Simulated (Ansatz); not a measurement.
Kohn–Sham single points on CH₄F₂SSn (`[CH3][Sn]([F])([F])[SH]`).

```yaml
crystal:
  periodic: [false, false, false]
  atoms:
    - {symbol: C, position_ang: [-1.013437, -0.875351, -0.866233]}
    - {symbol: Sn, position_ang: [0.479342, 0.124796, 0.239453]}
    - {symbol: F, position_ang: [1.175701, -1.037272, 1.589114]}
    - {symbol: F, position_ang: [2.033103, 0.378881, -0.845978]}
    - {symbol: S, position_ang: [-0.030073, 2.198642, 1.264004]}
    - {symbol: H, position_ang: [-0.576961, -1.789776, -1.265631]}
    - {symbol: H, position_ang: [-1.847421, -1.115444, -0.208613]}
    - {symbol: H, position_ang: [-1.348692, -0.234617, -1.680320]}
    - {symbol: H, position_ang: [1.216937, 2.303842, 1.757104]}
basis:
  gaussian: {orbitals: def2-TZVPP}
hamiltonian: {xc: {name: wB97M-V}}
output: {forces: true, orbitals: {seedname: orbitals}}
```

```sh
$ ansatz run in.yaml --threads 4 --pin off --events-out ev --progress --plain
```

It prints (some lines left out):

```
Functional definition: wB97M-V
1451 factors; their error is unknown
303 factors; integrals over basis functions are off by at most 1.1e-5 eV
mean field evaluation 1: about -23198.9504 eV, gradient 6.0e1 eV
mean field evaluation 2: about -23198.0894 eV, gradient 7.1e1 eV
mean field evaluation 4: about -23205.1570 eV, gradient 2.1e0 eV
mean field evaluation 8: about -23205.1752 eV, gradient 3.3e-2 eV
mean field evaluation 16: about -23205.2254 eV, gradient 2.7e-4 eV
mean field -23205.22535086 eV, -852.7763025775 hartree, gradient 1.2e-5 eV, S^2 0.000000; 0 other end points of the search recorded, 0 dependent functions left out
reference -23205.22541080 eV, -852.7763047802 hartree; 33, 33 occupied and 208, 208 virtual orbitals, 1451 factors
Total energy: -23205.22541080 eV, -852.7763047802 hartree
Atom 0 at    -1.013437    -0.875351    -0.866233 Å, force     0.033082     0.022324     0.023482 eV/Å
Atom 1 at     0.479342     0.124796     0.239453 Å, force    -0.092770     0.039146    -0.010545 eV/Å
Atom 2 at     1.175701    -1.037272     1.589114 Å, force     0.004125    -0.007735     0.017556 eV/Å
Atom 3 at     2.033103     0.378881    -0.845978 Å, force     0.013724     0.008040    -0.010927 eV/Å
Atom 4 at    -0.030073     2.198642     1.264004 Å, force     0.102542    -0.067212    -0.002854 eV/Å
Atom 5 at    -0.576961    -1.789776    -1.265631 Å, force    -0.052368     0.074223     0.026868 eV/Å
Atom 6 at    -1.847421    -1.115444    -0.208613 Å, force     0.059689     0.011832    -0.070767 eV/Å
Atom 7 at    -1.348692    -0.234617    -1.680320 Å, force     0.015000    -0.068430     0.062966 eV/Å
Atom 8 at     1.216937     2.303842     1.757104 Å, force    -0.083024    -0.012188    -0.035779 eV/Å
Dipole moment:    -0.645542     0.034673    -0.207645 e Å
```

Run time 13 s (4 threads of a server CPU on a shared host); peak host memory 0.9 GiB.

With the line `hamiltonian: {xc: {name: BLYP}, dispersion: d4}` and no forces (abridged; 2.2 s):

```
Functional definition: BLYP
mean field evaluation 16: about -23206.5564 eV, gradient 1.4e-3 eV
mean field -23206.55641738 eV, -852.8252183698 hartree, gradient 3.3e-5 eV, S^2 0.000000
Total energy: -23206.98902701 eV, -852.8411164805 hartree
```

The same input with `hamiltonian: {xc: pbe0, dispersion: d4}` and no forces (abridged; 3.4 s):

```
Functional definition: PBE0
mean field evaluation 16: about -23198.9056 eV, gradient 1.8e-4 eV
mean field -23198.90555314 eV, -852.5440542950 hartree, gradient 4.6e-5 eV, S^2 0.000000
Total energy: -23199.08087450 eV, -852.5504972359 hartree
```

With the line `hamiltonian: {xc: pbe, dispersion: d4}` (abridged; 2.5 s):

```
Functional definition: PBE
mean field evaluation 16: about -23197.6796 eV, gradient 4.7e-4 eV
mean field -23197.67960167 eV, -852.4990014094 hartree, gradient 2.9e-5 eV, S^2 0.000000
Total energy: -23197.88411909 eV, -852.5065172858 hartree
Atom 0 force    -0.116256    -0.065301    -0.079508 eV/Å
Atom 1 force    -0.439925     0.160083    -0.062630 eV/Å
Atom 2 force     0.237660    -0.412782     0.467793 eV/Å
Atom 3 force     0.537885     0.083112    -0.386171 eV/Å
Atom 4 force    -0.331440     0.312506     0.066552 eV/Å
Atom 5 force     0.090568    -0.167478    -0.069434 eV/Å
Atom 6 force    -0.152644    -0.041531     0.127645 eV/Å
Atom 7 force    -0.058104     0.123993    -0.149097 eV/Å
Atom 8 force     0.232257     0.007397     0.084850 eV/Å
Dipole moment:    -0.615643     0.019588    -0.205894 e Å
```

The same input with `hamiltonian: {xc: {name: B97M-V}}` and no forces (abridged; 11 s):

```
Functional definition: B97M-V
mean field evaluation 16: about -23204.5044 eV, gradient 1.5e-3 eV
mean field -23204.50442040 eV, -852.7498088717 hartree, gradient 4.1e-5 eV, S^2 0.000000
Total energy: -23204.50449537 eV, -852.7498116267 hartree
```

With the line `hamiltonian: {xc: {name: r2SCAN0}, dispersion: d4}` and no forces (abridged; 6 s):

```
Functional definition: r2SCAN0
mean field evaluation 16: about -23205.9234 eV, gradient 1.8e-4 eV
mean field -23205.92339006 eV, -852.8019550449 hartree, gradient 5.4e-5 eV, S^2 0.000000
Total energy: -23205.98290401 eV, -852.8041421424 hartree
```
